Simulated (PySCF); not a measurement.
Sc(F)3, SMILES [F][Sc]([F])[F] (F3Sc), PBE0/def2-SVP optimised geometry.

```
4

Sc    -0.45     0.00     0.00
F      1.37     0.00     0.00
F     -1.36     1.58     0.00
F     -1.37    -1.58     0.00
```

Density from PBE0/def2-TZVP in PySCF at that geometry.

Minimum of the electron density along straight lines between bonded atoms, close to the bond critical point (lines longer than 1.1 times the sum of covalent radii, or with two minima, are not listed):

| bond | length / Å | ρ at the minimum / e bohr⁻³ | ∇²ρ there / e bohr⁻⁵ | position (fraction from the first atom) |
|---|---|---|---|---|
| Sc1–F2 | 1.822 | 0.135 | 0.73 | 0.51 |
| Sc1–F3 | 1.822 | 0.135 | 0.73 | 0.51 |
| Sc1–F4 | 1.822 | 0.135 | 0.73 | 0.51 |
